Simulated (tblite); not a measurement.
Compound: C5H11FO.
SMILES with atom numbers: `[CH3:1][CH2:2][O:3][CH2:4][CH2:5][CH2:6][F:7]` (hydrogens: H8, H9, H10 on C1; H11, H12 on C2; H13, H14 on C4; H15, H16 on C5; H17, H18 on C6)

Computed with GFN2-xTB (tblite), gas phase: Langevin dynamics at 300 K from the optimised GFN2-xTB geometry, time step 0.5 fs, friction 0.01 fs⁻¹, 2000 steps.

Start geometry:
```
atom  x, y, z in Å
C1      2.634    0.699   -0.797
C2      1.750   -0.296   -0.064
O3      0.409   -0.059   -0.426
C4     -0.504   -0.917    0.215
C5     -1.917   -0.526   -0.209
C6     -2.302    0.833    0.356
F7     -2.446    0.758    1.723
H8      2.501    0.589   -1.870
H9      3.677    0.527   -0.546
H10     2.361    1.713   -0.518
H11     1.870   -0.185    1.026
H12     2.032   -1.328   -0.330
H13    -0.301   -1.964   -0.062
H14    -0.406   -0.832    1.309
H15    -1.960   -0.472   -1.296
H16    -2.622   -1.280    0.143
H17    -3.264    1.177   -0.037
H18    -1.520    1.570    0.157
```

The statistics below take the 31 frames saved every 25 fs from 250 to 1000 fs; their kinetic temperature (all 3N coordinates) averages 260 K.

**Question.** How do the bond lengths spread?

**Answer.** 
```csv
bond,start (Å),mean (Å),standard deviation (Å),shortest (Å),longest (Å)
C1–C2,1.520,1.525,0.031,1.448,1.573
C2–O3,1.409,1.416,0.022,1.370,1.460
O3–C4,1.408,1.420,0.035,1.352,1.502
C4–C5,1.526,1.525,0.027,1.474,1.594
C5–C6,1.521,1.529,0.035,1.447,1.618
C6–F7,1.376,1.380,0.030,1.318,1.431
C1–H8,1.086,1.096,0.018,1.063,1.132
C1–H9,1.086,1.092,0.022,1.046,1.138
C1–H10,1.086,1.090,0.027,1.050,1.148
C2–H11,1.102,1.113,0.037,1.051,1.199
C2–H12,1.102,1.103,0.022,1.059,1.153
C4–H13,1.102,1.099,0.028,1.037,1.166
C4–H14,1.101,1.108,0.028,1.062,1.165
C5–H15,1.090,1.096,0.030,1.043,1.161
C5–H16,1.091,1.093,0.020,1.055,1.140
C6–H17,1.094,1.098,0.028,1.047,1.156
C6–H18,1.093,1.095,0.032,1.018,1.155
```

**Question.** Follow the torsions C1–C2–O3–C4, C2–O3–C4–C5, O3–C4–C5–C6 and C4–C5–C6–F7 through every second one of these frames.

**Answer.** 
```csv
t (fs),C1–C2–O3–C4 (°),C2–O3–C4–C5 (°),O3–C4–C5–C6 (°),C4–C5–C6–F7 (°)
250,168,154,-63,-118
300,166,155,-66,-109
350,178,141,-93,-91
400,-177,131,-110,-79
450,-177,150,-128,-54
500,-167,169,-134,-45
550,-150,180,-154,-43
600,-135,-173,-149,-61
650,-134,-165,-145,-62
700,-137,-166,-140,-78
750,-141,-166,-146,-58
800,-142,-158,-149,-58
850,-157,-177,-154,-57
900,-164,165,-162,-58
950,-175,159,-167,-84
1000,168,163,-169,-94
```

Largest departure from the start value over all these frames: C1–C2–O3–C4 45° (start -179°), C2–O3–C4–C5 46° (start 178°), O3–C4–C5–C6 104° (start -68°), C4–C5–C6–F7 49° (start -69°).

**Question.** How widely does the potential energy scatter, against a harmonic estimate?

**Answer.** Mean 0.64 eV above the start, standard deviation 0.110 eV, range 0.44 to 0.94 eV. For 48 classical harmonic modes at 300 K the canonical values are 48kT/2 = 0.62 eV and kT·√(48/2) = 0.127 eV.

The run is classical and short, so these are rough statistics of one trajectory.

What follows is the cost of the whole dynamics run. Time: 10 s of wall time; peak memory 0.18 GiB. Hardware: one thread, Arm Neoverse V1 (aarch64), on a shared host.
